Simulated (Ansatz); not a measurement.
`[Cl][GeH]([Cl])[Cl]` + H₂ → `[Cl][GeH2][Cl]` + HCl at 500 K and 1 bar (hydrogenolysis of a Ge–Cl bond).

Computed with Ansatz on PBE0-D4/def2-TZVP structures; ΔE is electronic, products minus reactants. CCSD(T)/CBS is the MP2 limit (def2-TZVPP, def2-QZVPP) plus CCSD(T) − MP2 in def2-TZVPP, frozen cores. This one scheme is used for every species. For Ge outer-core shells are correlated without core-valence functions, which leaves a few kJ/mol of doubt a bond. Scalar relativity is left out up to krypton.

```csv
species,CCSD(T)/CBS energy (Eh),H − E (kJ/mol),S (J/(mol·K))
`[Cl][GeH]([Cl])[Cl]`,-3456.16971,67.7,374.5
H₂,-1.17544,41.0,145.5
`[Cl][GeH2][Cl]`,-2996.94498,78.7,339.3
HCl,-460.38127,32.5,201.9
```

H − E and S are ideal-gas, rigid-rotor, harmonic terms from PBE0-D4/def2-TZVP. The MP2-based limit puts H₂ 0.8 mEh under its directly extrapolated value; such offsets cancel only in part. 1 Eh = 2625.50 kJ/mol, R = 8.31446 J/(mol·K).

Problem. By hand: ΔE, ΔH, ΔS and ΔG.

Solution. ΔE = (-2996.94498) + (-460.38127) − (-3456.16971) − (-1.17544) = 0.01890 Eh = 49.6 kJ/mol. Δ(H − E) = 78.7 + 32.5 − 67.7 − 41.0 = 2.5, so ΔH = 52.1 kJ/mol. ΔS = 339.3 + 201.9 − 374.5 − 145.5 = 21.2 J/(mol·K). ΔG = 52.1 − 500 × (21.2)/1000 = 41.5 kJ/mol.

Problem. By hand: the equilibrium constant, and the temperature at which ΔG would vanish if ΔH and ΔS stayed fixed.

Solution. log₁₀ K = −ΔG/(RT ln 10) = -4.3. ΔG = 0 at ΔH/ΔS = 2458 K.

ΔH outweighs TΔS. A doubt of 5 kJ/mol in ΔE shifts log₁₀ K by 0.5 here. These are equilibria of isolated gas molecules and say nothing of rates. Largest T1 diagnostic: 0.009 (customary marks: 0.02 for closed shells, 0.045 for open ones).
